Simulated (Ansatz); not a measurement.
`[Cl][GaH][GeH3]` → `[Cl][GaH]`• + `[GeH3]`•  (homolysis of the Ga–Ge bond)

Isolated molecules relaxed with PBE0-D4/def2-TZVP in Ansatz; ΔE leaves out vibrations. CBS: MP2 limit from def2 TZ/QZ plus the TZ coupled-cluster correction, frozen cores. Functionals use def2-TZVPP. HSE06 is defined as in plane-wave codes. Open shells (•) are unrestricted, without spin–orbit coupling. For Ga, Ge outer-core shells are correlated without core-valence functions, which leaves a few kJ/mol of doubt a bond. Scalar relativity is left out up to krypton.

(1) What is ΔE at CCSD(T)/CBS? (Best estimate.)

(2) What do these levels give: r2SCAN-D4, BHLYP-D4, ωB97M-V, HSE06, SCS-MP2/def2-TZVPP, MP2/CBS(def2)? (Best estimate.)

Largest T1 diagnostic among the species: 0.015.

Results:

(1) The calculation gave: +3.16 eV.

(2) The calculation gave: r2SCAN-D4 2.82, BHLYP-D4 2.88, ωB97M-V 2.92, HSE06 2.85, SCS-MP2/def2-TZVPP 3.04, MP2/CBS(def2) 3.21 eV.

At CCSD(T), def2-SVP lies −0.30 eV from the extrapolated value and def2-TZVPP −0.14 eV: correlation converges slowly with the basis, and small sets miss more of it in the bonded molecule than in its fragments. The D4 term adds +0.12 eV with B3LYP and +0.07 eV with PBE0; it sums over pairs of atoms, weighted by their polarisabilities, and B3LYP, whose exchange is more repulsive, gets the larger term. From BLYP to BHLYP (50 % exact exchange), in def2-TZVPP and without D4, ΔE moves by +0.15 eV.

B3LYP here is the variant with VWN-RPA as its local correlation; programs differ in this.
